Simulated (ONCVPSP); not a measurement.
An odd input for ONCVPSP 4.0.1 (Al (Z = 13))

Command:

```bash
oncvpsp.x < Al.dat > Al.out
```

Input:

```
# ATOM AND REFERENCE CONFIGURATION
# atsym  z   nc   nv     iexc    psfile
  Al 13.00    3    2        2      upf
#
#   n    l    f
    1    0    2.00
    2    0    2.00
    2    1    6.00
    3    0    2.00
    3    1    0.50
#
# PSEUDOPOTENTIAL AND OPTIMIZATION
# lmax
    1
#
#   l,   rc,      ep,       ncon, nbas, qcut
    0    2.30    0.00    4    7    3.30
    1    2.15    0.00    3    6    4.10
#
# LOCAL POTENTIAL
# lloc, lpopt,  rc(5),   dvloc0
    4    3    1.45    3.00
#
# VANDERBILT-KLEINMAN-BYLANDER PROJECTORs
# l, nproj, debl
    0    2    1.10
    1    2    3.10
#
# MODEL CORE CHARGE
# icmod, fcfact, rcfact
    3    3.00    1.75
#
# LOG DERIVATIVE ANALYSIS
# epsh1, epsh2, depsh
   -2.00    5.00    0.02
#
# OUTPUT GRID
# rlmax, drl
    6.00    0.01
#
# TEST CONFIGURATIONS
# ncnf
    4
# nvcnf
#   n    l    f
    2
    3    0    2.00
    3    1    1.00
#
    2
    3    0    2.00
    3    1    0.00
#
    2
    3    0    1.00
    3    1    0.00
#
    2
    3    0    1.00
    3    1    1.00
#
```

This is an input that runs to its end, with one change: iexc set to 2.

Question: How does the run end?

Answer: The program runs through. Ghost flags: none; the largest excitation error among the 4 tests with output is 81.1 meV, against 107 meV for the unchanged input.

```
   3   0  1.0000   -0.88278194   -0.88910683   -6.32D-03

    Total energies and differences
      AE_ref= -2.41686623D+02  AE_tst= -2.40833030D+02  dif=  8.54D-01
      PS_ref= -1.92274357D+00  PS_tst= -1.06617068D+00  dif=  8.57D-01
      PSP excitation error= -2.98D-03

Test configuration 4

   n   l     f        eae           eps        diff
   1   0  2.0000  -55.65443898
   2   0  2.0000   -4.32120642
   2   1  6.0000   -2.93237242
   3   0  1.0000   -0.58098068   -0.58258968   -1.61D-03
   3   1  1.0000   -0.36509719   -0.36596266   -8.65D-04

    Total energies and differences
      AE_ref= -2.41686623D+02  AE_tst= -2.41334423D+02  dif=  3.52D-01
      PS_ref= -1.92274357D+00  PS_tst= -1.57000249D+00  dif=  3.53D-01
      PSP excitation error= -5.41D-04
```
